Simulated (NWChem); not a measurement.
System: CrHO₃Br; SMILES [O]=[Cr](=[O])([OH])[Br]

NWChem input:

```
start job
memory heap 200 mb stack 900 mb global 1100 mb
geometry units angstroms
  Cr    -0.021701    -0.672160     0.000000
  O      0.690444    -1.224549     1.237688
  O      0.690444    -1.224549    -1.237688
  Br     0.181808     1.595383     0.000000
  O     -1.664091    -1.142990     0.000000
  H     -2.008197    -2.045604     0.000000
end
basis spherical
  * library 3-21g
end
dft
  xc hfexch
  iterations 150
end
driver
  maxiter 120
end
task dft optimize
```

Parts of the log:

```
             Northwest Computational Chemistry Package (NWChem) 7.3.0
             --------------------------------------------------------

 CS  symmetry detected

                             Geometry "geometry" -> ""
                             -------------------------

 Output coordinates in angstroms (scale by  1.889725989 to convert to a.u.)

  No.       Tag          Charge          X              Y              Z
 ---- ---------------- ---------- -------------- -------------- --------------
    1 Cr                  24.0000     0.06051938    -0.77709454     0.00000000
    2 O                    8.0000     0.83805649    -1.23285782     1.23768800
    3 O                    8.0000     0.83805649    -1.23285782    -1.23768800
    4 Br                  35.0000    -0.03060517     1.49773809     0.00000000
    5 O                    8.0000    -1.50728533    -1.45614842     0.00000000
    6 H                    1.0000    -1.73190548    -2.39565188     0.00000000

 Effective nuclear repulsion energy (a.u.)     583.1243183567

      Symmetry information
      --------------------

 Group name             Cs
 Group number              2
 Group order               2
 No. of unique centers     5

                                Z-matrix (autoz)
                                --------

 Units are Angstrom for bonds and degrees for angles

      Type          Name      I     J     K     L     M      Value
      ----------- --------  ----- ----- ----- ----- ----- ----------
    1 Stretch                  1     2                       1.53106
    2 Stretch                  1     3                       1.53106
    3 Stretch                  1     4                       2.27666
    4 Stretch                  1     5                       1.70854
    5 Stretch                  5     6                       0.96598
    6 Bend                     1     5     6               126.86469
    7 Bend                     2     1     3               107.87677
    8 Bend                     2     1     4               108.52786
    9 Bend                     2     1     5               110.34654
   10 Bend                     3     1     4               108.52786
   11 Bend                     3     1     5               110.34654
   12 Bend                     4     1     5               111.12468
   13 Torsion                  2     1     5     6         -59.56208
   14 Torsion                  3     1     5     6          59.56208
   15 Torsion                  4     1     5     6         180.00000

  xc_inp: hfexch multiplicative factor not found.

                           NWChem Geometry Optimization
                           ----------------------------

 maximum gradient threshold         (gmax) =   0.000450
 rms gradient threshold             (grms) =   0.000300
 maximum cartesian step threshold   (xmax) =   0.001800
 rms cartesian step threshold       (xrms) =   0.001200
 fixed trust radius                (trust) =   0.300000
 source of zmatrix                         =   autoz

          -------------------
          Energy Minimization
          -------------------

 Using diagonal initial Hessian
 Scaling for Hessian diagonals: bonds = 1.00  angles = 0.25  torsions = 0.10

          --------
          Step   0

                                 NWChem DFT Module
                                 -----------------

 Summary of "ao basis" -> "ao basis" (spherical)
 ------------------------------------------------------------------------------
       Tag                 Description            Shells   Functions and Types
 ---------------- ------------------------------  ------  ---------------------
 Cr                          3-21g                  11       27   5s4p2d
 O                           3-21g                   5        9   3s2p
 Br                          3-21g                  10       22   5s4p1d
 H                           3-21g                   2        2   2s

      Symmetry analysis of basis
      --------------------------

        a'         53
        a"         25

            General Information
            -------------------
          SCF calculation type: DFT
          Wavefunction type:  closed shell.
          No. of atoms     :     6
          No. of electrons :    84
           Alpha electrons :    42
            Beta electrons :    42
          Charge           :     0
          Spin multiplicity:     1
          Use of symmetry is: on ; symmetry adaption is: on
          Maximum number of iterations: 150
          AO basis - number of functions:    78
                     number of shells:    38
          Convergence on energy requested:  1.00D-06
          Convergence on density requested:  1.00D-05
          Convergence on gradient requested:  5.00D-04

              XC Information
              --------------
                     Hartree-Fock (Exact) Exchange  1.000

      Superposition of Atomic Density Guess
      -------------------------------------

 Sum of atomic energies:       -3821.69222075

      Non-variational initial energy
      ------------------------------

 Total energy =   -3821.580855
 1-e energy   =   -6470.792632
 2-e energy   =    2066.087459
 HOMO         =      -0.398123
 LUMO         =       0.009882

      Symmetry analysis of molecular orbitals - initial
      -------------------------------------------------

  Numbering of irreducible representations:

     1 a'          2 a"

  Orbital symmetries:

     1 a'          2 a'          3 a'          4 a'          5 a'
     6 a"          7 a'          8 a"          9 a'         10 a'
    11 a'         12 a"         13 a'         14 a'         15 a'
    16 a'         17 a"         18 a'         19 a'         20 a'
    21 a"         22 a"         23 a'         24 a"         25 a'
    26 a'         27 a'         28 a'         29 a"         30 a'
    31 a'         32 a'         33 a"         34 a"         35 a'
    36 a'         37 a'         38 a"         39 a'         40 a"
    41 a'         42 a"         43 a'         44 a'         45 a"
    46 a'         47 a'         48 a"         49 a'         50 a'
    51 a"         52 a'

   convergence    iter        energy       DeltaE   RMS-Dens  Diis-err
 ---------------- ----- ----------------- --------- --------- ---------
 d= 0,ls=0.0,diis     1  -3820.6789104780 -4.40D+03  5.29D-02  9.14D+00
 d= 0,ls=0.5,diis     2  -3809.2754591833  1.14D+01  1.75D-02  1.44D+02
 d= 0,ls=0.5,diis     3  -3816.8453084217 -7.57D+00  8.12D-03  6.75D+01
 d= 0,ls=0.5,diis     4  -3819.1724502799 -2.33D+00  8.23D-03  3.85D+01
 d= 0,ls=0.5,diis     5  -3820.9581654821 -1.79D+00  7.26D-03  1.33D+01
 d= 0,ls=0.5,diis     6  -3821.7945377170 -8.36D-01  3.79D-03  2.01D+00
 d= 0,ls=0.5,diis     7  -3821.9521855315 -1.58D-01  1.53D-03  1.58D-01
  Resetting Diis
 d= 0,ls=0.5,diis     8  -3821.9688160051 -1.66D-02  6.82D-04  6.60D-03
 d= 0,ls=0.5,diis     9  -3821.9705803203 -1.76D-03  4.02D-04  1.93D-03
 d= 0,ls=0.5,diis    10  -3821.9712338168 -6.53D-04  3.22D-04  1.17D-03
 d= 0,ls=0.5,diis    11  -3821.9716845340 -4.51D-04  5.55D-04  9.76D-04
 d= 0,ls=0.5,diis    12  -3821.9723058166 -6.21D-04  4.43D-04  5.57D-04
 d= 0,ls=0.5,diis    13  -3821.9726649948 -3.59D-04  3.59D-04  3.71D-04
 d= 0,ls=0.5,diis    14  -3821.9728751953 -2.10D-04  3.10D-04  1.68D-04
 d= 0,ls=0.5,diis    15  -3821.9729937462 -1.19D-04  2.09D-04  7.36D-05
 d= 0,ls=0.5,diis    16  -3821.9730451616 -5.14D-05  1.62D-04  3.53D-05
 d= 0,ls=0.5,diis    17  -3821.9730711704 -2.60D-05  1.11D-04  1.88D-05
 d= 0,ls=0.5,diis    18  -3821.9730834002 -1.22D-05  7.82D-05  8.56D-06
 d= 0,ls=0.5,diis    19  -3821.9730891648 -5.76D-06  5.86D-05  4.61D-06
 d= 0,ls=0.5,diis    20  -3821.9730921949 -3.03D-06  4.86D-05  2.68D-06
 d= 0,ls=0.5,diis    21  -3821.9730939161 -1.72D-06  3.53D-05  1.33D-06
 d= 0,ls=0.5,diis    22  -3821.9730946877 -7.72D-07  3.42D-05  6.50D-07
 d= 0,ls=0.5,diis    23  -3821.9730950576 -3.70D-07  1.50D-05  3.58D-07
 d= 0,ls=0.5,diis    24  -3821.9730951358 -7.83D-08  4.52D-06  1.32D-07

         Total DFT energy =    -3821.973095173569
      One electron energy =    -6464.912682393841
           Coulomb energy =     2221.158660496532
    Exchange-Corr. energy =     -161.343391632937
 Nuclear repulsion energy =      583.124318356678

 Numeric. integr. density =        0.000000000000

                  Occupations of the irreducible representations
                  ----------------------------------------------

                     irrep           alpha         beta
                     --------     --------     --------
                     a'               29.0         29.0
                     a"               13.0         13.0

                       DFT Final Molecular Orbital Analysis
                       ------------------------------------

 Vector   40  Occ=2.000000D+00  E=-4.883003D-01  Symmetry=a'
              MO Center=  1.2D-01,  9.6D-01, -1.5D-13, r^2= 2.9D+00
   Bfn.  Coefficient  Atom+Function         Bfn.  Coefficient  Atom+Function
  ----- ------------  ---------------      ----- ------------  ---------------
    61      0.420236  4 Br py                57      0.418130  4 Br py
    53     -0.282108  4 Br py                10     -0.275824  1 Cr s
    12     -0.193471  1 Cr py                59      0.180434  4 Br s
     6      0.149841  1 Cr s                 27      0.134004  1 Cr d  2
    35     -0.125208  2 O  py                44     -0.125208  3 O  py

 Vector   41  Occ=2.000000D+00  E=-4.338030D-01  Symmetry=a'
              MO Center= -4.8D-02,  1.3D+00, -6.8D-14, r^2= 2.0D+00
   Bfn.  Coefficient  Atom+Function         Bfn.  Coefficient  Atom+Function
  ----- ------------  ---------------      ----- ------------  ---------------
    60      0.584424  4 Br px                56      0.494239  4 Br px
    52     -0.332924  4 Br px                48      0.106868  4 Br px
    74     -0.079793  5 O  px                75      0.068795  5 O  py
    11      0.065502  1 Cr px                73      0.065788  5 O  s
    70     -0.063815  5 O  px                35     -0.056888  2 O  py

[...]

      ----------------------
      Optimization converged
      ----------------------

  Step       Energy      Delta E   Gmax     Grms     Xrms     Xmax
  ---- ---------------- -------- -------- -------- -------- --------
@    8   -3821.97985107  1.0D-07  0.00018  0.00006  0.00082  0.00161
                                     ok       ok       ok       ok

                                Z-matrix (autoz)
                                --------

 Units are Angstrom for bonds and degrees for angles

      Type          Name      I     J     K     L     M      Value     Gradient
      ----------- --------  ----- ----- ----- ----- ----- ---------- ----------
    1 Stretch                  1     2                       1.50578   -0.00002
    2 Stretch                  1     3                       1.50578   -0.00002
    3 Stretch                  1     4                       2.36082    0.00000
    4 Stretch                  1     5                       1.65298    0.00018
    5 Stretch                  5     6                       0.95772   -0.00001
    6 Bend                     1     5     6               156.33357   -0.00005
    7 Bend                     2     1     3               107.77829    0.00003
    8 Bend                     2     1     4               107.07938    0.00006
    9 Bend                     2     1     5               111.80295   -0.00007
   10 Bend                     3     1     4               107.07938    0.00006
   11 Bend                     3     1     5               111.80295   -0.00007
   12 Bend                     4     1     5               111.04393    0.00001
   13 Torsion                  2     1     5     6         -60.47269    0.00003
   14 Torsion                  3     1     5     6          60.47269   -0.00003
   15 Torsion                  4     1     5     6         180.00000   -0.00000

                         Geometry "geometry" -> "geometry"
                         ---------------------------------

 Output coordinates in angstroms (scale by  1.889725989 to convert to a.u.)

  No.       Tag          Charge          X              Y              Z
 ---- ---------------- ---------- -------------- -------------- --------------
    1 Cr                  24.0000     0.10799728    -0.83400717     0.00000000
    2 O                    8.0000     0.91565078    -1.20174410     1.21648806
    3 O                    8.0000     0.91565078    -1.20174410    -1.21648806
    4 Br                  35.0000    -0.11457492     1.51630067     0.00000000
    5 O                    8.0000    -1.37190887    -1.57036744     0.00000000
    6 H                    1.0000    -1.98597868    -2.30531023     0.00000000

 Effective nuclear repulsion energy (a.u.)     579.2799177797

      Symmetry information
      --------------------

 Group name             Cs
 Group number              2
 Group order               2
 No. of unique centers     5

                Final and change from initial internal coordinates
                --------------------------------------------------

                                Z-matrix (autoz)
                                --------

 Units are Angstrom for bonds and degrees for angles

      Type          Name      I     J     K     L     M      Value       Change
      ----------- --------  ----- ----- ----- ----- ----- ---------- ----------
    1 Stretch                  1     2                       1.50578   -0.02528
    2 Stretch                  1     3                       1.50578   -0.02528
    3 Stretch                  1     4                       2.36082    0.08417
    4 Stretch                  1     5                       1.65298   -0.05556
    5 Stretch                  5     6                       0.95772   -0.00826
    6 Bend                     1     5     6               156.33357   29.46889
    7 Bend                     2     1     3               107.77829   -0.09849
    8 Bend                     2     1     4               107.07938   -1.44848
    9 Bend                     2     1     5               111.80295    1.45641
   10 Bend                     3     1     4               107.07938   -1.44848
   11 Bend                     3     1     5               111.80295    1.45641
   12 Bend                     4     1     5               111.04393   -0.08075
   13 Torsion                  2     1     5     6         -60.47269   -0.91061
   14 Torsion                  3     1     5     6          60.47269    0.91061
   15 Torsion                  4     1     5     6         180.00000    0.00000

 ==============================================================================
                                internuclear distances
 ------------------------------------------------------------------------------
       center one      |      center two      | atomic units |  angstroms
 ------------------------------------------------------------------------------
    2 O                |   1 Cr               |     2.84551  |     1.50578
    3 O                |   1 Cr               |     2.84551  |     1.50578
    4 Br               |   1 Cr               |     4.46131  |     2.36082
    5 O                |   1 Cr               |     3.12368  |     1.65298
    6 H                |   5 O                |     1.80982  |     0.95772
 ------------------------------------------------------------------------------
                         number of included internuclear distances:          5
 ==============================================================================
```

Level: Hartree-Fock/3-21G.
